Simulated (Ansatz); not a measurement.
Relaxation of ClGaHO (4 atoms, charge 0, multiplicity 2), to a largest force component of 0.02 eV/Å in at most 50 steps.

Method: UKS BLYP-D4/def2-SVP (Ansatz).

```xyz
4
Properties=species:S:1:pos:R:3:forces:R:3
O -1.706 -0.042 -0.202 0.79 -0.42 0.22
Ga 0.212 0.110 -0.133 -1.84 0.09 -0.12
Cl 1.028 -1.742 0.804 0.05 0.03 -0.02
H -2.628 0.295 -0.336 1.00 0.30 -0.08
```

Question: Where does it end, and by what steps?

Answer: It converged. After 7 steps the energy has fallen by 0.426 eV; H4 moved furthest, 0.37 Å.

```csv
step,energy less start (eV),largest force component (eV/Å),accepted
0,0.0000,1.844,yes
1,-0.1980,1.036,yes
2,-0.3714,1.614,yes
3,0.2145,8.436,no
4,-0.4207,0.444,yes
5,-0.4239,0.168,yes
6,-0.4257,0.031,yes
7,-0.4259,0.010,yes
```

```xyz
4
Properties=species:S:1:pos:R:3
O -1.853 -0.243 -0.065
Ga -0.035 0.011 -0.109
Cl 1.141 -1.654 0.763
H -2.348 0.507 -0.456
```

The run took 11 s on 2 threads of Arm Neoverse V2, on a shared host, peak memory 0.15 GiB.
